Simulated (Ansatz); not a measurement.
This geometry of BrH + H4Sn (7 atoms, charge 0, multiplicity 1) is a first-order saddle point.

Method: RKS PBE0-D4/def2-SVP (Ansatz 0.2.0).

```xyz
7
Properties=species:S:1:pos:R:3
Sn -0.176 0.000 -0.133
H -0.041 0.000 1.858
H 1.550 0.000 -0.022
H -0.689 1.487 -0.774
H -0.689 -1.487 -0.774
Br -2.743 0.000 1.364
H -0.964 0.000 1.889
```

Q: Which two structures does it join? (They come from a converged band through this point; their orientation in space is the band's.)

A: Bonds broken: Sn1–H2, Br6–H7. Bonds formed: Sn1–Br6, H2–H7. BrH + H4Sn becomes BrH3Sn + H2.

Image 0:

```xyz
7
Properties=species:S:1:pos:R:3
Sn 0.311 0.000 -0.157
H 0.185 0.000 1.556
H 1.970 0.000 -0.577
H -0.448 1.403 -0.767
H -0.448 -1.403 -0.767
Br -3.349 0.000 1.876
H -1.973 0.000 2.245
```

Image 8:

```xyz
7
Properties=species:S:1:pos:R:3
Sn -0.469 0.000 -0.753
H 0.061 0.000 3.503
H 0.836 0.000 0.346
H -0.526 1.418 -1.701
H -0.526 -1.418 -1.701
Br -2.554 0.000 0.635
H -0.573 0.000 3.080
```

Q: How far does it lie above each of them?

A: 1.14 eV above the first and 1.88 eV above the second. This is the barrier of this one path; another mechanism may lie lower. The orbitals stay closed-shell, which can raise the energy where a bond breaks towards radicals; this wasn't checked here.

Time of the run: 4.6 min on 1 thread of Arm Neoverse V1, on a shared host, peak memory 0.21 GiB.
